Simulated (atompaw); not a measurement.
# Cutoff test, Te (Z = 52), PAW (atompaw)

* Element: Te
* Generator: atompaw 4.2.0.5
* Type: PAW
* Functional: PBEsol
* Relativity: scalar-relativistic
* Frozen core: [Kr] 4d10
* Valence charge: 6
* Reference configuration: 5s2 5p4
* Partial waves: 5s (bound): rc 2.25 bohr; 5s channel at 0.65 Ry: rc 2.20 bohr; 5p (bound): rc 2.15 bohr; 5p channel at 0.4 Ry: rc 2.15 bohr; 5d channel at 0.05 Ry: rc 2.25 bohr
* Local potential: bessel scheme, radius 1.65 bohr
* Core correction: smooth core density matched at 1.30 bohr
* Augmentation charge: sinc compensation charge, radius 2.05 bohr; PAW radius 2.25 bohr; waves and projectors: custom rrkj vanderbiltortho

The pseudo-atom Hamiltonian at the reference potential is diagonalised in spherical Bessel functions j_l(qr) that vanish at 20 bohr, with q² up to the cutoff. All-electron valence levels (Ry): 5s -1.1137, 5p -0.4386.

Problem. How do the lowest levels (Ry) of each channel move with the cutoff, and are there ghosts?

Solution.

```csv
cutoff (Ry),s #1,s #2,p #1,d #1,f #1,f #2,Σ f·Δε (mRy)
8,-1.1134,-0.0315,-0.4383,0.0586,0.1131,0.2380,2.2
10,-1.1135,-0.0316,-0.4385,0.0586,0.1131,0.2379,1.3
12,-1.1136,-0.0316,-0.4385,0.0586,0.1131,0.2379,1.0
15,-1.1137,-0.0316,-0.4385,0.0586,0.1131,0.2379,0.7
18,-1.1137,-0.0316,-0.4386,0.0586,0.1131,0.2379,0.4
21,-1.1137,-0.0316,-0.4386,0.0586,0.1131,0.2379,0.2
400,-1.1137,-0.0316,-0.4387,0.0586,0.1131,0.2379,0.0
```

Result: no extra level below or beside the all-electron valence levels (s, p, d, f tested); 10 mRy is reached at 6 Ry and 1 mRy at 15 Ry.
